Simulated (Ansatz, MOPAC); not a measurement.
System: C2H5GeO2, net charge 0, doublet state. SMILES: [CH2]C(=O)[O][GeH3]

Atoms: C1, C2, O3, O4, Ge5, H6, H7, H8, H9, H10. Bonds: C1-C2, C1-H6, C1-H7, C2-O3, C2-O4, O4-Ge5, Ge5-H8, Ge5-H9, Ge5-H10.

Bond lengths (Å) and angles (degrees) optimised at PM3 with MOPAC; PM7 with MOPAC; HF/3-21G with Ansatz (a program for electronic structure); HF/6-31G* with LANL2DZ past Ar with Ansatz, each started from the B3LYP-D3(BJ)/def2-TZVP structure (Ansatz) of the last column. A row stands for all coordinates that are equal there; 10 of 18 kinds are shown. 6-31G* holds six Cartesian d functions.

```csv
coordinate,PM3,PM7,HF/3-21G,HF/6-31G* with LANL2DZ past Ar,B3LYP-D3(BJ)/def2-TZVP
C1-C2,1.454,1.450,1.422,1.455,1.443
C1-H6,1.083,1.071,1.068,1.071,1.079
C2-O3,1.233,1.217,1.237,1.201,1.223
C2-O4,1.329,1.317,1.352,1.322,1.342
O4-Ge5,1.832,1.765,1.763,1.801,1.840
Ge5-H8,1.520,1.509,1.531,1.527,1.534
Ge5-H9,1.517,1.510,1.533,1.525,1.530
C1-C2-O3,128.9,127.6,124.1,123.2,123.6
C1-C2-O4,119.2,113.9,115.8,114.5,114.1
O3-C2-O4,111.9,118.4,120.1,122.3,122.2
```

Mean signed difference of all 9 bond lengths from B3LYP-D3(BJ)/def2-TZVP: PM3 -0.004 Å, PM7 -0.020 Å, HF/3-21G -0.010 Å, HF/6-31G* with LANL2DZ past Ar -0.011 Å.
